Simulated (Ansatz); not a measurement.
A run for Ansatz (a first-principles code): R-CCSD(T)/def2-QZVPP on Cl2H2O2Ti (SMILES [OH][Ti]([OH])([Cl])[Cl]), 2S+1 = 1, a spin state set in the input, which need not be the lowest. Files ending in .json are basis or fitting sets from the Basis Set Exchange.

Ansatz 0.2 input:
```yaml
crystal:
  periodic: [false, false, false]
  atoms:
    - {symbol: Ti, position_ang: [0.29873672, 0.09210496, 0.14883717]}
    - {symbol: Cl, position_ang: [2.12602964, 0.69366632, -0.94374752]}
    - {symbol: Cl, position_ang: [0.87060640, -0.61503274, 2.16567043]}
    - {symbol: O, position_ang: [-0.49705827, -1.22591375, -0.72739118]}
    - {symbol: H, position_ang: [-0.35603378, -2.12006001, -1.04845367]}
    - {symbol: O, position_ang: [-0.82156951, 1.47055037, 0.27668945]}
    - {symbol: H, position_ang: [-1.72261914, 1.62898132, -0.02079294]}
basis:
  gaussian:
    orbitals: def2-QZVPP.json
magnetization: {spin_polarized: false}
correlation: {method: ccsd_t, electrons: valence}
```

Output:

```
WARN ansatz: RAYON_NUM_THREADS=8 ignored (pool sized by the plan → 8); use --threads N
Functional definition: HF
integrals: 6.55 GiB planned
2525 factors; integrals over basis functions are off by at most 8.0e-4 eV
3.83 GiB of device memory are held for the factors and their scratch space
mean field: 3.40 GiB planned
mean field evaluation 1: about -52201.3995 eV, gradient 6.8e1 eV
mean field evaluation 2: about -52201.5436 eV, gradient 6.8e1 eV
mean field evaluation 4: about -52209.8185 eV, gradient 8.5e0 eV
mean field evaluation 8: about -52209.9930 eV, gradient 9.5e-1 eV
mean field evaluation 16: about -52209.9971 eV, gradient 4.0e-6 eV
mean field -52209.99712632 eV, -1918.6820051852 hartree, gradient 4.0e-6 eV, S^2 0.000000; 0 other end points of the search recorded, 0 dependent functions left out
17 core orbitals not correlated
reference -52209.99712632 eV, -1918.6820051852 hartree; 20, 20 occupied and 370, 370 virtual orbitals, 2525 factors
second order -38.39153173 eV of doubles, -0.00000000 eV of singles
coupled cluster: 43.88 GiB planned
cycle   1  -37.02249415 eV  change     1.4e0 eV  update   2.7e-1
cycle   2  -38.37784998 eV  change    -1.4e0 eV  update   2.0e-1
cycle   3  -38.71979781 eV  change   -3.4e-1 eV  update   5.8e-2
cycle   4  -38.71776695 eV  change    2.0e-3 eV  update   2.3e-2
cycle   5  -38.69290463 eV  change    2.5e-2 eV  update   7.5e-3
cycle   6  -38.68978620 eV  change    3.1e-3 eV  update   3.1e-3
cycle   7  -38.69158513 eV  change   -1.8e-3 eV  update   1.5e-3
cycle   8  -38.69135095 eV  change    2.3e-4 eV  update   7.5e-4
cycle   9  -38.69152527 eV  change   -1.7e-4 eV  update   2.8e-4
cycle  10  -38.69204247 eV  change   -5.2e-4 eV  update   1.7e-4
cycle  11  -38.69182018 eV  change    2.2e-4 eV  update   6.0e-5
cycle  12  -38.69170493 eV  change    1.2e-4 eV  update   4.0e-5
cycle  13  -38.69177388 eV  change   -6.9e-5 eV  update   1.5e-5
cycle  14  -38.69172769 eV  change    4.6e-5 eV  update   1.1e-5
perturbative correction -2.17038822 eV, -0.0797602961 hartree
Total energy: -52250.85924223 eV, -1920.1836602475 hartree
```

The run converged.
